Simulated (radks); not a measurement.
K IV, 16 electrons, occupied as [Ne] 3s2 3p4. Calculated with a radial shooting solver on a logarithmic mesh with Libxc functionals: scalar-relativistic Kohn-Sham, BLYP, spin-unpolarised, spherical densities, finite nucleus; Fermi nuclear charge, rms radius 3.4349 fm.

Normalised radial functions P(r) = r R(r), r in bohr:

r             1s       2s
0.003336  0.5212   0.1497
0.00424   0.6497   0.1865
0.005348  0.8005   0.2297
0.006798  0.9877   0.2831
0.008573  1.2015   0.3440
0.01081   1.4490   0.4139
0.01374   1.7383   0.4948
0.01733   2.0435   0.5785
0.02204   2.3713   0.6650
0.02779   2.6766   0.7392
0.03505   2.9378   0.7902
0.04455   3.1171   0.7985
0.05618   3.1555   0.7395
0.07142   3.0138   0.5826
0.09007   2.6852   0.3188
0.1136    2.1920  -0.0581
0.1444    1.5837  -0.5387
0.1821    1.0066  -1.0254
0.2315    0.5260  -1.4464
0.292     0.2259  -1.6648
0.3682    0.0742  -1.6299
0.4681    0.0165  -1.3423
0.5903    0.0025  -0.9261
0.7504    0.0002  -0.5065
0.9464    0.0000  -0.2202
1.193     0.0000  -0.0709
1.517     0.0000  -0.0149
1.913     0.0000  -0.0021
2.432     0.0000  -0.0001
3.068     0.0000  0.0000
3.869     0.0000  0.0000

1s: eigenvalue -3568.0 eV, 0 radial nodes, <r> = 0.0810 bohr, 90 % of the charge inside 0.145 bohr. 2s: eigenvalue -395.83 eV, 1 radial node at r = 0.110 bohr, <r> = 0.387 bohr, 90 % of the charge inside 0.604 bohr.
